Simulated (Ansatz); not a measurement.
Input file for Ansatz (a program for electronic structure): U-wB97M-V/def2-TZVPP on BP-, 2S+1 = 2, a spin state set in the input, which need not be the lowest, a point of a bond scan (R = 1.698 Å). Charge -1.

Ansatz 0.2 input:
```yaml
crystal:
  periodic: [false, false, false]
  atoms:
    - {symbol: B, position_ang: [0.00000000, 0.00000000, 0.00000000]}
    - {symbol: P, position_ang: [0.00000000, 0.00000000, 1.69779100]}
basis:
  gaussian:
    orbitals: def2-TZVPP
    pivot_positions_ang: [[0.00000000, 0.00000000, 0.00000000], [0.00000000, 0.00000000, 1.69779100]]
hamiltonian:
  xc: {name: wB97M-V}
total_charge: -1
magnetization: {spin_polarized: true, initial_magnetization: 1}
output: {forces: true, orbitals: {seedname: ./end}}
```

The log:

```
WARN ansatz: RAYON_NUM_THREADS=2 ignored (pool sized by the plan → 2); use --threads N
Functional definition: wB97M-V
integrals: 0.02 GiB planned
456 factors; their error is unknown
integrals: 0.05 GiB planned
114 factors; integrals over basis functions are off by at most 2.3e-5 eV
mean field: 0.29 GiB planned
mean field evaluation 1: about -9961.8577 eV, gradient 5.7e0 eV
mean field evaluation 2: about -9962.2060 eV, gradient 3.5e0 eV
mean field evaluation 4: about -9962.3413 eV, gradient 1.1e0 eV
mean field evaluation 8: about -9962.3922 eV, gradient 1.2e-1 eV
mean field evaluation 16: about -9962.3923 eV, gradient 4.5e-4 eV
mean field -9962.39226625 eV, -366.1111630328 hartree, gradient 3.5e-5 eV, S^2 0.772911; 1 other end points of the search recorded, 0 dependent functions left out
the calculation of the forces begins
reference -9962.39229410 eV, -366.1111640563 hartree; 11, 10 occupied and 62, 63 virtual orbitals, 456 factors
Total energy: -9962.39229410 eV, -366.1111640563 hartree
Atom 0 at     0.000000     0.000000     0.000000 Å, force    -0.000000     0.000000     0.504679 eV/Å
Atom 1 at     0.000000     0.000000     1.697791 Å, force    -0.000000     0.000000    -0.504679 eV/Å
Dipole moment:     0.000000    -0.000000     0.291455 e Å
```

The run converged.

Cost: about 4 core-seconds (a rough figure).
